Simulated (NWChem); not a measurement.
System: Si2NH6 cation

Here is an NWChem input.

```
start job
memory heap 200 mb stack 900 mb global 1100 mb
charge 1
geometry units angstroms noautoz
  Si    -0.139598     1.592313     0.000301
  N      0.611492     0.122755    -0.000829
  Si    -0.113768    -1.561324    -0.001299
  H     -1.613729     1.610917     0.000310
  H      0.684151     2.816230     0.001418
  H      1.636075     0.141398    -0.001213
  H      0.362300    -2.212124    -1.245216
  H     -1.575197    -1.301118     0.009828
  H      0.380456    -2.219370     1.231628
end
basis spherical
  * library def2-svp
end
dft
  xc mpw1k
  iterations 150
  mulliken
end
task dft energy
```

Output (shortened):

```
             Northwest Computational Chemistry Package (NWChem) 7.3.0
             --------------------------------------------------------

 C1  symmetry detected

                             Geometry "geometry" -> ""
                             -------------------------

 Output coordinates in angstroms (scale by  1.889725989 to convert to a.u.)

  No.       Tag          Charge          X              Y              Z
 ---- ---------------- ---------- -------------- -------------- --------------
    1 Si                  14.0000    -0.15158364     1.58943761     0.00000058
    2 N                    7.0000     0.59688993     0.11854487    -0.00018564
    3 Si                  14.0000    -0.13136608    -1.56424077     0.00004325
    4 H                    1.0000    -1.62567915     1.61066503    -0.00035574
    5 H                    1.0000     0.67434207     2.81188710     0.00068123
    6 H                    1.0000     1.62150455     0.13536423    -0.00033211
    7 H                    1.0000     0.34384184    -2.21653289    -1.24342098
    8 H                    1.0000    -1.59233229    -1.30142859     0.01068263
    9 H                    1.0000     0.36138961    -2.22252488     1.23343076

 Effective nuclear repulsion energy (a.u.)     146.6347267046

                                 NWChem DFT Module
                                 -----------------

 Summary of "ao basis" -> "ao basis" (spherical)
 ------------------------------------------------------------------------------
       Tag                 Description            Shells   Functions and Types
 ---------------- ------------------------------  ------  ---------------------
 Si                         def2-svp                 8       18   4s3p1d
 N                          def2-svp                 6       14   3s2p1d
 H                          def2-svp                 3        5   2s1p

            General Information
            -------------------
          SCF calculation type: DFT
          Wavefunction type:  closed shell.
          No. of atoms     :     9
          No. of electrons :    40
           Alpha electrons :    20
            Beta electrons :    20
          Charge           :     1
          Spin multiplicity:     1
          Use of symmetry is: off; symmetry adaption is: off
          Maximum number of iterations: 150
          AO basis - number of functions:    80
                     number of shells:    40
          Convergence on energy requested:  1.00D-06
          Convergence on density requested:  1.00D-05
          Convergence on gradient requested:  5.00D-04

              XC Information
              --------------
                        MPW1K Method XC Functional
                     Hartree-Fock (Exact) Exchange  0.428
                        mPW91  Exchange Functional  0.572
                Perdew 1991 Correlation Functional  1.000 non-local
            Perdew 1991 LDA Correlation Functional  1.000 local

             Grid Information
             ----------------
          Grid used for XC integration:  medium
          Radial quadrature: Mura-Knowles
          Angular quadrature: Lebedev.
          Tag              B.-S. Rad. Rad. Pts. Rad. Cut. Ang. Pts.
          ---              ---------- --------- --------- ---------
          Si                  1.10       88          11.0       590
          N                   0.65       49           8.0       434
          H                   0.35       45          12.0       434
          Grid pruning is: on
          Number of quadrature shells:   495
          Spatial weights used:  Erf1

      Superposition of Atomic Density Guess
      -------------------------------------

 Sum of atomic energies:        -634.71694431

 Renormalizing density from      41.00 to     40

      Non-variational initial energy
      ------------------------------

 Total energy =    -625.964371
 1-e energy   =   -1140.593766
 2-e energy   =     367.994668
 HOMO         =      -0.644251
 LUMO         =      -0.316641

     ---------------------------------------------
      Total Density - Mulliken Population Analysis
     ---------------------------------------------

    Atom       Charge   Shell Charges
 -----------   ------   -------------------------------------------------------
    1 Si  14    13.13   2.00  2.00  1.16  0.19  5.97  1.00  0.66  0.17
    2 N    7     7.99   1.99  1.11  0.43  2.82  1.64  0.01
    3 Si  14    13.69   2.00  2.00  1.16  0.16  5.97  1.29  0.93  0.17
    4 H    1     0.88   0.63  0.24  0.01
    5 H    1     0.86   0.62  0.23  0.01
    6 H    1     0.63   0.53  0.06  0.04
    7 H    1     0.93   0.66  0.26  0.01
    8 H    1     0.96   0.66  0.28  0.01
    9 H    1     0.93   0.66  0.26  0.01

   convergence    iter        energy       DeltaE   RMS-Dens  Diis-err
 ---------------- ----- ----------------- --------- --------- ---------
 d= 0,ls=0.0,diis     1   -636.7443654022 -7.83D+02  1.55D-02  1.14D+00
 d= 0,ls=0.0,diis     2   -636.6501888066  9.42D-02  9.97D-03  1.67D+00
 d= 0,ls=0.0,diis     3   -636.8577903425 -2.08D-01  1.69D-03  5.97D-02
 d= 0,ls=0.0,diis     4   -636.8647009396 -6.91D-03  3.31D-04  5.52D-04
 d= 0,ls=0.0,diis     5   -636.8647914312 -9.05D-05  5.29D-05  2.23D-05
  Resetting Diis
 d= 0,ls=0.0,diis     6   -636.8647948101 -3.38D-06  7.70D-06  3.38D-07
 d= 0,ls=0.0,diis     7   -636.8647948719 -6.18D-08  1.91D-06  8.88D-09

         Total DFT energy =     -636.864794871887
      One electron energy =    -1162.855787087148
           Coulomb energy =      430.088185281154
    Exchange-Corr. energy =      -50.731919770470
 Nuclear repulsion energy =      146.634726704576

 Numeric. integr. density =       39.999976850363

                       DFT Final Molecular Orbital Analysis
                       ------------------------------------

 Vector   18  Occ=2.000000D+00  E=-6.112077D-01
              MO Center=  3.7D-01, -4.9D-01, -3.5D-03, r^2= 2.6D+00
   Bfn.  Coefficient  Atom+Function         Bfn.  Coefficient  Atom+Function
  ----- ------------  ---------------      ----- ------------  ---------------
    24      0.410498  2 N  pz                27     -0.329831  2 N  pz
    42     -0.210996  3 Si pz                66      0.175744  7 H  s
    76     -0.174147  9 H  s                 45     -0.160394  3 Si pz
    10     -0.139534  1 Si pz                39      0.119877  3 Si pz
    13     -0.107804  1 Si pz                 7      0.075118  1 Si pz

 Vector   19  Occ=2.000000D+00  E=-5.693133D-01
              MO Center= -6.3D-01, -1.5D+00,  1.1D-02, r^2= 2.3D+00
   Bfn.  Coefficient  Atom+Function         Bfn.  Coefficient  Atom+Function
  ----- ------------  ---------------      ----- ------------  ---------------
    71      0.372088  8 H  s                 40     -0.284442  3 Si px
    43     -0.192725  3 Si px                76     -0.191778  9 H  s
    66     -0.186958  7 H  s                 72      0.186984  8 H  s
    37      0.156317  3 Si px                41      0.138513  3 Si py
    44      0.101193  3 Si py                77     -0.081868  9 H  s

 Vector   20  Occ=2.000000D+00  E=-5.418969D-01
              MO Center=  2.9D-01, -1.2D+00, -7.1D-03, r^2= 3.3D+00
   Bfn.  Coefficient  Atom+Function         Bfn.  Coefficient  Atom+Function
  ----- ------------  ---------------      ----- ------------  ---------------
    24      0.315364  2 N  pz                66     -0.279709  7 H  s
    76      0.277442  9 H  s                 27     -0.269783  2 N  pz
    42      0.248956  3 Si pz                45      0.159195  3 Si pz
    67     -0.143380  7 H  s                 77      0.142290  9 H  s
    10     -0.141423  1 Si pz                13     -0.138192  1 Si pz

 Vector   21  Occ=0.000000D+00  E=-2.634918D-01
              MO Center= -1.1D-01,  1.5D+00, -3.2D-04, r^2= 2.8D+00
   Bfn.  Coefficient  Atom+Function         Bfn.  Coefficient  Atom+Function
  ----- ------------  ---------------      ----- ------------  ---------------
    13      0.695011  1 Si pz                10      0.415471  1 Si pz
    27     -0.321449  2 N  pz                24      0.265901  2 N  pz
     7     -0.207540  1 Si pz                45     -0.088024  3 Si pz
    67     -0.083943  7 H  s                 77      0.082842  9 H  s
    15      0.064539  1 Si d -1              66     -0.042470  7 H  s

 Vector   22  Occ=0.000000D+00  E=-1.612466D-01
              MO Center=  3.4D-02,  8.2D-01, -2.6D-05, r^2= 5.1D+00
   Bfn.  Coefficient  Atom+Function         Bfn.  Coefficient  Atom+Function
  ----- ------------  ---------------      ----- ------------  ---------------
     4      1.265611  1 Si s                 21     -0.958731  2 N  s
    57     -0.565596  5 H  s                 52     -0.528289  4 H  s
    44      0.329675  3 Si py                 3      0.323157  1 Si s
    12     -0.310204  1 Si py                43      0.271338  3 Si px
    20     -0.229505  2 N  s                  2      0.210812  1 Si s

 Vector   23  Occ=0.000000D+00  E=-1.482086D-01
              MO Center= -2.9D-01,  1.5D+00,  2.6D-04, r^2= 5.1D+00
   Bfn.  Coefficient  Atom+Function         Bfn.  Coefficient  Atom+Function
  ----- ------------  ---------------      ----- ------------  ---------------
    12      0.875080  1 Si py                57     -0.867759  5 H  s
     4      0.820576  1 Si s                 52     -0.819778  4 H  s
    21      0.681007  2 N  s                 11     -0.421220  1 Si px
     3      0.382750  1 Si s                 44     -0.309781  3 Si py
    62     -0.259477  6 H  s                 36      0.225150  3 Si s

     ---------------------------------------------
      Total Density - Mulliken Population Analysis
     ---------------------------------------------

    Atom       Charge   Shell Charges
 -----------   ------   -------------------------------------------------------
    1 Si  14    13.29   2.00  1.99  1.10  0.13  5.93  1.19  0.74  0.22
    2 N    7     7.57   1.99  0.99  0.52  2.42  1.65  0.01
    3 Si  14    13.44   2.00  1.99  1.04  0.16  5.93  1.27  0.84  0.21
    4 H    1     0.94   0.71  0.21  0.01
    5 H    1     0.93   0.71  0.21  0.01
    6 H    1     0.76   0.67  0.04  0.05
    7 H    1     1.01   0.73  0.27  0.01
    8 H    1     1.05   0.73  0.31  0.01
    9 H    1     1.01   0.73  0.27  0.01

     -------------------------------------------
      Total Density - Lowdin Population Analysis
     -------------------------------------------

    Atom       Charge   Shell Charges
 -----------   ------   -------------------------------------------------------
    1 Si  14    13.18   2.00  1.94  0.69  0.33  5.82  1.20  0.89  0.31
    2 N    7     7.28   1.97  0.75  0.46  2.24  1.85  0.02
    3 Si  14    13.44   2.00  1.93  0.66  0.34  5.82  1.28  1.09  0.32
    4 H    1     1.02   0.61  0.37  0.03
    5 H    1     1.02   0.61  0.37  0.03
    6 H    1     0.88   0.56  0.18  0.13
    7 H    1     1.06   0.63  0.40  0.03
    8 H    1     1.07   0.64  0.41  0.02
    9 H    1     1.06   0.63  0.40  0.03

     Multipole analysis of the density
     ---------------------------------

     L   x y z        total         alpha         beta         nuclear
     -   - - -        -----         -----         ----         -------
     0   0 0 0      1.000000    -20.000000    -20.000000     41.000000

     1   1 0 0      0.123775      0.061888      0.061888      0.000000
     1   0 1 0      1.471488      0.735744      0.735744      0.000000
     1   0 0 1     -0.000066     -0.000033     -0.000033      0.000000

     2   2 0 0    -20.334435    -30.823016    -30.823016     41.311596
     2   1 1 0     -0.491519     -0.251651     -0.251651      0.011782
     2   1 0 1     -0.000134     -0.001569     -0.001569      0.003005
     2   0 2 0    -11.406863   -169.594306   -169.594306    327.781749
     2   0 1 1     -0.001761     -0.002773     -0.002773      0.003784
     2   0 0 2    -22.813058    -16.883760    -16.883760     10.954462
```

Level: MPW1K/def2-SVP. All runs use the structure optimised with PBE0/def2-SVP.
